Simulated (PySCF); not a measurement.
ClCu, charge -1, doublet, at a GFN2-xTB geometry (such geometries of metal compounds can be far from the true shape) (the multiplicity is a formal guess) (in this run its highest filled SCF level lies above zero, so its values depend strongly on the basis, on diffuse functions most of all); SCAN/6-31G (PySCF).

PySCF was given this input:
```python
from pyscf import gto, scf, dft

mol = gto.Mole()
mol.atom = '''
    Cu   -0.00000000   -0.00000000   -0.78939767
    Cl    0.00000000    0.00000000    1.34661955
'''
mol.basis = '6-31g'
mol.charge = -1
mol.spin = 1
mol.verbose = 4
mol.build()

mf = dft.UKS(mol)
mf.xc = 'scan'
mf.kernel()
mf.analyze()
```

Question: Predict the main parts of the log of this PySCF run.

Answer: 
```
PySCF version 2.14.0

[INPUT] verbose = 4
[INPUT] num. atoms = 2
[INPUT] num. electrons = 47
[INPUT] charge = -1
[INPUT] spin (= nelec alpha-beta = 2S) = 1
[INPUT] symmetry False subgroup None
[INPUT] Mole.unit = angstrom
[INPUT] Symbol           X                Y                Z      unit          X                Y                Z       unit  Magmom
[...]
nuclear repulsion = 122.135890357457
number of shells = 18
number of NR pGTOs = 136
number of NR cGTOs = 40
basis = 6-31g
ecp = {}

******** <class 'pyscf.dft.uks.UKS'> ********
method = UKS
initial guess = minao
damping factor = 0
level_shift factor = 0
DIIS = <class 'pyscf.scf.diis.CDIIS'>
diis_start_cycle = 1
diis_space = 8
diis_damp = 0
SCF conv_tol = 1e-09
SCF conv_tol_grad = None
SCF max_cycles = 50
direct_scf = True
direct_scf_tol = 1e-13
number electrons alpha = 24  beta = 23
XC library pyscf.dft.libxc version 7.1.2
    S. Lehtola, C. Steigemann, M. J. T. Oliveira, and M. A. L. Marques,  SoftwareX 7, 1–5 (2018)
XC functionals = scan
    J. Sun, A. Ruzsinszky, and J. P. Perdew,  Phys. Rev. Lett. 115, 036402 (2015)
    J. Sun, A. Ruzsinszky, and J. P. Perdew,  Phys. Rev. Lett. 115, 036402 (2015)
radial grids:
    Treutler-Ahlrichs [JCP 102, 346 (1995); DOI:10.1063/1.469408] (M4) radial grids

becke partition: Becke, JCP 88, 2547 (1988); DOI:10.1063/1.454033
pruning grids: <function nwchem_prune>
grids dens level: 3
symmetrized grids: False
atomic radii adjust function: <function treutler_atomic_radii_adjust>
small_rho_cutoff = 0
Set gradient conv threshold to 3.16228e-05
tot grids = 39520
init E= -2100.14877516769

cycle= 1 E= -2099.76304308485  delta_E= 0.386  |g|=  1.7  |ddm|=  1.8
cycle= 2 E= -2097.61543500443  delta_E= 2.15  |g|=  3.1  |ddm|= 2.94
cycle= 3 E= -2100.35188153803  delta_E= -2.74  |g|= 0.805  |ddm|= 2.01
cycle= 4 E= -2100.39541331146  delta_E= -0.0435  |g|= 0.497  |ddm|= 1.39
cycle= 5 E= -2100.55749130867  delta_E= -0.162  |g|= 0.215  |ddm|= 0.654
cycle= 6 E= -2100.57226886341  delta_E= -0.0148  |g|= 0.0345  |ddm|= 0.251
cycle= 7 E= -2100.57188116832  delta_E= 0.000388  |g|= 0.0575  |ddm|= 0.105
cycle= 8 E= -2100.57281992681  delta_E= -0.000939  |g|= 0.0128  |ddm|= 0.0533
cycle= 9 E= -2100.57287309277  delta_E= -5.32e-05  |g|= 0.00296  |ddm|= 0.0206
cycle= 10 E= -2100.57287477041  delta_E= -1.68e-06  |g|= 0.00174  |ddm|= 0.00292
cycle= 11 E= -2100.57287562074  delta_E= -8.5e-07  |g|= 0.000332  |ddm|= 0.00167
[...]
converged SCF energy = -2100.57287565474  <S^2> = 0.77008014  2S+1 = 2.0199803
Total Energy =                       -2100.572875654744621
[...]
Two-electron Coulomb Energy =         1049.601207069209067
DFT Exchange-Correlation Energy =      -95.874260045596429
**** MO energy ****
                             alpha | beta                alpha | beta
[...]
To work with the spin densities directly, `use mulliken_meta_spin()` only printing them here.

 ** Mulliken spin pop alpha/beta on meta-lowdin orthogonal AOs **
 ** Mulliken Spin Density (per AO)  **
spin_pop of  0 Cu 1s        0.00000
spin_pop of  0 Cu 2s        0.00000
spin_pop of  0 Cu 3s        0.00001
spin_pop of  0 Cu 4s        0.21081
spin_pop of  0 Cu 5s        0.00369
spin_pop of  0 Cu 2px      -0.00000
spin_pop of  0 Cu 2py      -0.00000
spin_pop of  0 Cu 2pz      -0.00000
spin_pop of  0 Cu 3px       0.00002
spin_pop of  0 Cu 3py       0.00002
spin_pop of  0 Cu 3pz       0.00001
spin_pop of  0 Cu 4px       0.00149
spin_pop of  0 Cu 4py       0.00149
spin_pop of  0 Cu 4pz       0.08742
spin_pop of  0 Cu 5px       0.00049
spin_pop of  0 Cu 5py       0.00049
spin_pop of  0 Cu 5pz       0.03579
spin_pop of  0 Cu 3dxy     -0.00028
spin_pop of  0 Cu 3dyz     -0.00202
spin_pop of  0 Cu 3dz^2     0.54397
spin_pop of  0 Cu 3dxz     -0.00202
spin_pop of  0 Cu 3dx2-y2   -0.00026
spin_pop of  0 Cu 4dxy      0.00028
spin_pop of  0 Cu 4dyz     -0.00011
spin_pop of  0 Cu 4dz^2     0.00054
spin_pop of  0 Cu 4dxz     -0.00011
spin_pop of  0 Cu 4dx2-y2    0.00026
spin_pop of  1 Cl 1s        0.00000
spin_pop of  1 Cl 2s       -0.00000
spin_pop of  1 Cl 3s        0.01140
spin_pop of  1 Cl 4s        0.00703
spin_pop of  1 Cl 2px       0.00000
spin_pop of  1 Cl 2py       0.00000
spin_pop of  1 Cl 2pz       0.00000
spin_pop of  1 Cl 3px       0.00029
spin_pop of  1 Cl 3py       0.00029
spin_pop of  1 Cl 3pz       0.09324
spin_pop of  1 Cl 4px      -0.00015
spin_pop of  1 Cl 4py      -0.00015
spin_pop of  1 Cl 4pz       0.00608
 ** Mulliken Spin Density (per atom)  **
spin density of  0 Cu =      0.88197
spin density of  1 Cl =      0.11803
 ** Mulliken pop alpha/beta on meta-lowdin orthogonal AOs **
 ** Mulliken pop       alpha | beta **
[...]
In total            24.00000 | 23.00000
 ** Mulliken atomic charges   ( Nelec_alpha | Nelec_beta ) **
charge of  0Cu =     -0.18501  (    15.03349     14.15152 )
charge of  1Cl =     -0.81499  (     8.96651      8.84848 )

WARN: System has nonzero charge -1; the dipole moment is origin-dependent.
Location of origin: [0. 0. 0.]

Dipole moment(X, Y, Z, Debye):  0.00000,  0.00000,  0.81986
```
